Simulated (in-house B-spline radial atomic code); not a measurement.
A run on an ion of nuclear charge 2 with 1.78 electrons that did not converge. Method: scalar-relativistic (X2C) OLYP, spin-polarised, spherical fractional occupations, Gaussian nucleus of rms radius 1.6755 fm; computed with a B-spline radial code for spherical atoms.

Command:
```bash
python run_scf.py task.json out
```
Settings (nuclear radius in fm, mass in u):
```
Z                2
configuration    1s1.78
hamiltonian      x2c
method           optx,lyp
spin_polarised   True
nucleus          gauss
rms_radius       1.6755
atomic_mass      4.0026
speed_of_light   137.035999084
```

First and last ten iterations of the last attempt (damped for 15 steps, keeping 80 % of the old Fock matrix, then DIIS):
```
 iter        energy (Eh)    residual
    1          -2.636608    4.44e-02
    2          -2.752968    1.51e-02
    3          -2.757808    1.12e-02
    4          -2.760581    8.26e-03
    5          -2.762138    6.03e-03
    6          -2.762996    4.38e-03
    7          -2.763464    3.16e-03
    8          -2.763716    2.27e-03
    9          -2.763851    1.63e-03
   10          -2.763923    1.16e-03
  111   121183248.627500    7.00e+00
  112   181857242.658000    7.03e+00
  113   181857722.436000    7.03e+00
  114    55240384.906200    6.03e+00
  115    55243296.487990    6.06e+00
  116   121758938.429700    7.04e+00
  117   121767564.295200    7.04e+00
  118   121417923.271900    7.04e+00
  119   181284808.229600    7.03e+00
  120   121668935.076300    7.04e+00
 not converged after 120 iterations
```

The smallest residual met was 7.7e-05; the threshold is about 1e-07. No energy from this run should be used. Time taken, with all properties: 1 s on 1 thread of Arm Neoverse V2 (shared host).
